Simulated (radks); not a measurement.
The numbers below are computed, except where a source is named.
Problem. The silicon ion Si3.25+, configuration [Ne] 3s(up 0.75, down 0) (fractional occupations, a model configuration). Level of theory: non-relativistic Kohn-Sham, r2SCAN, spin-polarised, spherical densities, point nucleus; meta-GGA in the generalised Kohn-Sham scheme (a radial shooting solver on a logarithmic mesh with Libxc functionals). Some entries of the table are withheld. Estimate them.

orbital,occ.,eigenvalue (hartree),<r^2> (bohr^2),<r> (bohr)
1s up,1,-67.40583,0.01677,0.1116
1s down,1,-67.40038,0.01677,0.1116
2s up,1,-6.73077,0.3811,(1)
2s down,1,-6.72538,0.3814,(2)
2p up,3,(3),0.3575,0.5333
2p down,3,(4),0.3556,0.5325
3s up,0.75,-1.58162,3.822,1.835

Solution. 
(1) 2s up <r> (bohr): 0.5653
(2) 2s down <r> (bohr): 0.5656
(3) 2p up eigenvalue (hartree): -5.07482
(4) 2p down eigenvalue (hartree): -5.06667
